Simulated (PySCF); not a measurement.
Run record for `BrC=C1CCC1`: PBE0/def2-SVPD, grid level 3, full TDDFT, 6 singlets.

Method: TDDFT PBE0/def2-SVPD, vertical, gas phase, core orbitals frozen in the response (PySCF 2.14.0, density-fitted response routines). Geometry: GFN2-xTB. The input is one job of a driver script: a line of settings, then coordinates in Å.

Command:
```bash
OMP_NUM_THREADS=1 python probes_run.py task.json out
```

Input:
```
{"job": {"kind": "uv", "xc": "PBE0", "basis": "def2-SVPD", "nstates": 6, "ntriplets": 0, "tda": false, "grid": 3}, "charge": 0, "multiplicity": 1}
Br     2.969273     1.464053     0.444122
C      1.944160    -0.042539    -0.104514
C      0.628958    -0.043838    -0.046163
C     -0.395817     0.958140     0.394974
C     -1.495866    -0.061787     0.042730
C     -0.415218    -1.065161    -0.404904
H      2.545099    -0.865320    -0.454921
H     -0.329988     1.229195     1.448276
H     -0.404323     1.874522    -0.194634
H     -2.164638     0.258158    -0.752340
H     -2.087110    -0.393630     0.892364
H     -0.362636    -1.983088     0.179119
H     -0.436283    -1.328218    -1.461837
```

Question: Predict the output.

Answer: 
```
coarse grid: 50536 points
cycle   1  E = -2767.8561656193  dE = -3.271e-01  |g| = 2.983e-01  |ddm| = 6.706e+00
cycle   2  E = -2767.8486693363  dE =  7.496e-03  |g| = 3.434e-01  |ddm| = 1.534e+00
cycle   3  E = -2767.8775233133  dE = -2.885e-02  |g| = 9.230e-02  |ddm| = 8.408e-01
cycle   4  E = -2767.8795370495  dE = -2.014e-03  |g| = 2.782e-02  |ddm| = 2.315e-01
cycle   5  E = -2767.8797182381  dE = -1.812e-04  |g| = 6.773e-03  |ddm| = 6.214e-02
cycle   6  E = -2767.8797301986  dE = -1.196e-05  |g| = 2.647e-03  |ddm| = 1.804e-02
cycle   7  E = -2767.8797318897  dE = -1.691e-06  |g| = 3.733e-04  |ddm| = 6.075e-03
final grid: 159672 points
cycle   8  E = -2767.8796924393  dE = -5.673e-08  |g| = 4.532e-04  |ddm| = 1.152e-02
cycle   9  E = -2767.8796923986  dE =  4.076e-08  |g| = 6.014e-04  |ddm| = 2.617e-03
cycle  10  E = -2767.8796924920  dE = -9.339e-08  |g| = 4.533e-05  |ddm| = 1.520e-03
cycle  11  E = -2767.8796924925  dE = -5.457e-10  |g| = 9.291e-06  |ddm| = 9.343e-05
converged SCF energy = -2767.8796924925

Static polarisability (au): isotropic 80.744, principal 59.308 73.383 109.541

Singlet excitations
state   eV       nm        f      main configurations
  1   5.4546    227.3   0.00106   H->L+1 0.97
  2   6.1239    202.5   0.27348   H->L 0.95
  3   6.4987    190.8   0.00851   H->L+2 0.89, H->L+3 0.10
  4   6.5724    188.6   0.00002   H-1->L 0.99
  5   6.6295    187.0   0.00499   H-1->L+1 0.97
  6   6.9303    178.9   0.00182   H->L+3 0.88, H->L+2 0.09
```

The SCF starts on a coarse grid where the log names one; the energy can jump when the final grid takes over, and dE then counts from the start density on the new grid. H and L stand for HOMO and LUMO; the number after each pair is its weight.

Question: Give the mean polarisability as a volume in Å³, and the ratio of the largest to the smallest principal value.

Answer: 80.744 au × 0.148185 = 11.97 Å³; 109.541/59.308 = 1.85.

Question: How does the lowest singlet excitation compare with the HOMO–LUMO gap?

Answer: HOMO -6.86 eV and LUMO -0.15 eV give a gap of 6.71 eV; S1 at 5.45 eV lies 1.26 eV below it.

In short: SCF converged in 11 cycles with 197 basis and 815 fitting functions; HOMO -6.86 eV, LUMO -0.15 eV; lowest singlet 5.45 eV; mean polarisability 80.7 au.

 The PBE0/def2-SVPD calculation is non-relativistic and has no spin–orbit coupling, an omission that weighs most on bromine.

Time: 45 s of wall time; peak memory 0.99 GiB. Hardware: an Arm Neoverse N1 with one thread, shared host.
